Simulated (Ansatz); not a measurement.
CH$_{5}$AlO$_{2}$Se, singlet, at a GFN2-xTB geometry (such geometries of metal compounds can be far from the true shape), atoms displaced at random by about 0.03 Å a coordinate; HF/STO-3G, gradient (Ansatz, a program for electronic structure).

Input for Ansatz:
Ansatz 0.2 input:
```yaml
crystal:
  periodic: [false, false, false]
  atoms:
    - {symbol: Al, position_ang: [0.68490274, -0.39871716, 0.13919042]}
    - {symbol: O, position_ang: [2.02514153, -0.18807586, 1.03637359]}
    - {symbol: H, position_ang: [2.85619126, -0.26852051, 1.50963374]}
    - {symbol: O, position_ang: [0.25711386, -1.61507342, -0.85486944]}
    - {symbol: C, position_ang: [-0.08890671, -2.69714635, -1.78634716]}
    - {symbol: H, position_ang: [-0.13725093, -2.30750288, -2.78117859]}
    - {symbol: H, position_ang: [0.69392491, -3.45414479, -1.70642153]}
    - {symbol: H, position_ang: [-0.91399467, -3.14688196, -1.41727287]}
    - {symbol: Se, position_ang: [-0.83694572, 1.24712915, 0.29643528]}
    - {symbol: H, position_ang: [-0.10155326, 2.01963525, 1.24778329]}
basis:
  gaussian:
    orbitals: STO-3G
hamiltonian:
  xc: hf
output: {forces: true}
```

What the program printed (banner, timings and long lists left out):

```
Functional definition: HF
559 factors; integrals over basis functions are off by at most 4.5e-5 eV
mean field evaluation 1: about -76205.5543 eV, gradient 3.2e1 eV
mean field evaluation 2: about -76205.6770 eV, gradient 3.2e1 eV
mean field evaluation 4: about -76209.2670 eV, gradient 1.4e0 eV
mean field evaluation 8: about -76209.2742 eV, gradient 3.6e-4 eV
mean field -76209.27424506 eV, -2800.6391720046 hartree, gradient 1.6e-5 eV, S^2 0.000000; 0 other end points of the search recorded, 0 dependent functions left out
the calculation of the forces begins
reference -76209.27424506 eV, -2800.6391720046 hartree; 37, 37 occupied and 10, 10 virtual orbitals, 559 factors
Total energy: -76209.27424506 eV, -2800.6391720046 hartree
Atom 0 at     0.684903    -0.398717     0.139190 Å, force     0.938087    -1.311079    -0.293588 eV/Å
Atom 1 at     2.025142    -0.188076     1.036374 Å, force    -1.923397     0.218405    -1.102801 eV/Å
Atom 2 at     2.856191    -0.268521     1.509634 Å, force    -0.066478    -0.564442    -0.304149 eV/Å
Atom 3 at     0.257114    -1.615073    -0.854869 Å, force     0.081627    -0.749879    -0.674791 eV/Å
Atom 4 at    -0.088907    -2.697146    -1.786347 Å, force     5.747307     4.375411     3.329934 eV/Å
Atom 5 at    -0.137251    -2.307503    -2.781179 Å, force    -0.597224    -0.030480    -1.157708 eV/Å
Atom 6 at     0.693925    -3.454145    -1.706422 Å, force     0.290076    -0.161546    -0.619741 eV/Å
Atom 7 at    -0.913995    -3.146882    -1.417273 Å, force    -4.499984    -1.910919     0.723656 eV/Å
Atom 8 at    -0.836946     1.247129     0.296435 Å, force    -0.010522    -0.003769    -0.009286 eV/Å
Atom 9 at    -0.101553     2.019635     1.247783 Å, force     0.040508     0.138299     0.108474 eV/Å
Dipole moment:     0.585618    -0.420281     0.082725 e Å
```
